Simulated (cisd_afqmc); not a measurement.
Input (AFQMC/CISD/def2-QZVPP; cisd_afqmc is a phaseless AFQMC code with CISD trial states that reads the integrals written by Ansatz): A basis named .json is the Basis Set Exchange file of that set.

Ansatz 0.2 input:
```python
import cisd_afqmc

open("ham.yaml", "w").write("""\
crystal:
  periodic: [false, false, false]
  atoms:
    - {symbol: Y, position_ang: [0.00000000, 0.00000000, 0.00000000]}
basis:
  gaussian:
    orbitals: def2-QZVPP.json
magnetization: {spin_polarized: true, initial_magnetization: 1}
correlation: {method: ccsd, electrons: outside_noble_gas, hamiltonian_folder: ham}
scf: {lower_state_search: full}
""")
rep = cisd_afqmc.ansatz("ham.yaml")
e_ccsd = rep["correlation"]["coupled_cluster"]["energy"]["hartree"]
out = cisd_afqmc.run("ham", e_ccsd, trial="CISD", walkers=100, populations=8, threads=8, dt=0.005, steps=40, early=36, settle=10, least=32,
    cut=5e-5, rank_cut=2e-4, target=0.0004, seconds=1500, seed=1, memory=17280, gpu=False)
```

Output:

```
orbitals 77, occupied [2, 1], factors 370 of 494, rank of the doubles 96 of 226
E(HF) = -37.820656
E(CCSD) on the cut factors = -37.862037, shift to the whole factors -0.000002
Energy of the trial state on the determinant = -37.861953
  tau behind 10.8 of longer steps, mean of the populations' last blocks
   2.0  -37.86341
   4.0  -37.86374
   6.0  -37.86351
   8.0  -37.86345
blocks 259 (0 outliers left out), error by blocks joined: 1: 0.00007, 2: 0.00009, 4: 0.00010, 8: 0.00012, 16: 0.00014
E(AFQMC/CISD) = -37.86356 +/- 0.00014
```

The determinant is spin-contaminated: <S^2> is 0.87, 0.12 over the pure value.

The run carries these doubts: other determinant than ccsd t, other ccsd than ccsd t.
